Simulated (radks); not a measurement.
The argon ion Ar3+, 15 electrons, occupied as [Ne] 3s2 3p2 4f1 (not the ground configuration).

Calculated with a radial shooting solver on a logarithmic mesh with Libxc functionals: non-relativistic Kohn-Sham, BLYP, spin-polarised, spherical densities, point nucleus; open shells are filled with parallel spins first.

Energy parts (eV):
| part | energy |
|---|---|
| total | -14227.007 |
| kinetic | 14213.973 |
| electron-nucleus | -33028.978 |
| Hartree | 5381.344 |
| exchange-correlation | -793.346 |

Orbitals (lengths in bohr, moments of r in powers of bohr; r(max) is where P^2 peaks):
| orbital | occ. | eigenvalue (eV) | r(max) | <r> |
|---|---|---|---|---|
| 1s up | 1 | -3171.829 | 0.05653 | 0.08620 |
| 1s down | 1 | -3171.263 | 0.05653 | 0.08618 |
| 2s up | 1 | -355.2415 | 0.3400 | 0.4154 |
| 2s down | 1 | -354.7302 | 0.3402 | 0.4152 |
| 2p up | 3 | -290.9572 | 0.2804 | 0.3757 |
| 2p down | 3 | -290.2336 | 0.2807 | 0.3756 |
| 3s up | 1 | -75.1450 | 1.117 | 1.258 |
| 3s down | 1 | -71.7942 | 1.115 | 1.267 |
| 3p up | 2 | -59.3645 | 1.165 | 1.336 |
| 3p down | 0 | -56.1803 | 1.167 | 1.355 |
| 3d up | 0 | -36.3386 | 1.212 | 1.505 |
| 3d down | 0 | -33.6957 | 1.223 | 1.554 |
| 4s up | 0 | -25.9405 | 2.773 | 2.964 |
| 4f up | 1 | -11.9633 | 3.655 | 4.099 |

The highest occupied level is 4f up at -11.963 eV. The configuration is held as typed, so some empty levels lie below it. Spin moment in Bohr magnetons: 3.

Run on one thread of a shared host, so times are rough (Arm Neoverse N1): 0.16 s of CPU time, 0.16 s wall, 13 iterations on 2476 mesh points.
